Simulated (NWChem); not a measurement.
AlNH3Cl2, doublet

```xyz
7

Al    -0.1082     0.7177     0.0000
Cl     0.6331    -0.1755     1.8181
Cl     0.6331    -0.1755    -1.8181
N     -1.9229    -0.2753     0.0000
H     -1.9510    -0.8740     0.8297
H     -1.9510    -0.8740    -0.8297
H     -2.7586     0.3109     0.0000
```
Atoms are numbered in this order, from 1.

Computed with NWChem. Spin-unrestricted. Coordinates come from a PBE0/def2-SVP, spin-unrestricted optimisation. The spin multiplicity was typed, not searched, and may not be the lowest. No stability test was run on the SCF state. Level SCAN/def2-SVP: energy and gradient on several grids; changes count from the extra-fine grid, which is no exact limit either.

```
grid     size of the energy change (μHa)  largest change of a gradient component (μHa/bohr)  time, medium = 1 (rough)
-------  -------------------------------  -------------------------------------------------  ------------------------
xcoarse                             7000                                               2000                   about 1
coarse                              9000                                                600                   about 1
medium                               900                                                500                   about 1
fine                                 700                                                100                   about 1
xfine                               < 10                                               < 30                         3
```
